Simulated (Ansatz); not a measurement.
Reaction (ligand exchange at the Si–O bond): `N[SiH](O)O` + `N[SiH](F)S` → `N[Si@H](F)S[Si@@H](N)O` + H₂O

Calculated with Ansatz (gas phase, PBE0-D4/def2-TZVP geometries, no zero-point term in ΔE). CCSD(T)/CBS is the MP2 limit (def2-TZVPP, def2-QZVPP) plus CCSD(T) − MP2 in def2-TZVPP, frozen cores. This one scheme is used for every species. DFT in def2-TZVPP. B3LYP here is the variant with VWN-RPA as its local correlation; programs differ in this. One conformer a species, not always the lowest.

Question: Is it downhill or uphill in electronic energy at CCSD(T)/CBS, and by how much? (Estimate.)

Answer: Computed: Uphill: ΔE = +31.9 kJ/mol.

Question: What do these levels give: PBE-D4, PBE0-D4, ωB97M-V, B2PLYP, r2SCAN, B3LYP, HF/def2-TZVPP, SCS-MP2/def2-TZVPP, MP2/def2-QZVPP, SCS-MP2/def2-QZVPP, HF/CBS(def2), MP2/CBS(def2)? (Best estimate.)

Answer: Ansatz gave: PBE-D4 16.7, PBE0-D4 21.3, ωB97M-V 35.5, B2PLYP 43.4, r2SCAN 33.3, B3LYP 48.6, HF/def2-TZVPP 68.0, SCS-MP2/def2-TZVPP 40.5, MP2/def2-QZVPP 28.8, SCS-MP2/def2-QZVPP 38.4, HF/CBS(def2) 69.4, MP2/CBS(def2) 26.5 kJ/mol.

Largest T1 diagnostic among the species: 0.012.

In def2-TZVPP, CCSD(T) changes the Hartree–Fock value by −31.5 kJ/mol (the triples alone add −6.7 kJ/mol) and MP2 by −37.0 kJ/mol. The D4 term adds −17.5 kJ/mol with B3LYP and −10.0 kJ/mol with PBE0; it sums over pairs of atoms, weighted by their polarisabilities, and B3LYP, whose exchange is more repulsive, gets the larger term. From PBE to PBE0 (25 % exact exchange), in def2-TZVPP and without D4, ΔE moves by +3.6 kJ/mol.
